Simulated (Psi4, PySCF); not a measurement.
The PySCF input:
```python
from pyscf import gto, scf, mp

mol = gto.M(
    atom='''
Al   -0.000000   -0.000000   -0.115220
H     0.000000    0.000000    1.497855
''',
    basis='cc-pvtz',
    charge=0,
    spin=0,
    verbose=3,
)

mf = scf.RHF(mol)
mf.kernel()

pt = mp.MP2(mf, frozen=5)
pt.kernel()
print('E(MP2) = %.10f' % pt.e_tot)
```

Write the same job for Psi4.

This is not unique; one that fits is 
```
memory 2 GB

molecule {
0 1
Al   -0.00000000   -0.00000000   -0.11521965
H     0.00000000    0.00000000    1.49785545
}

set {
  basis cc-pvtz
  freeze_core true
  mp2_type conv
  scf_type pk
  puream true
  d_convergence 1e-8
}

energy('mp2')
print_variables()
```

Both were run: PySCF gave -242.523581 Eh and Psi4 -242.523581 Eh, 0.000 mEh apart.
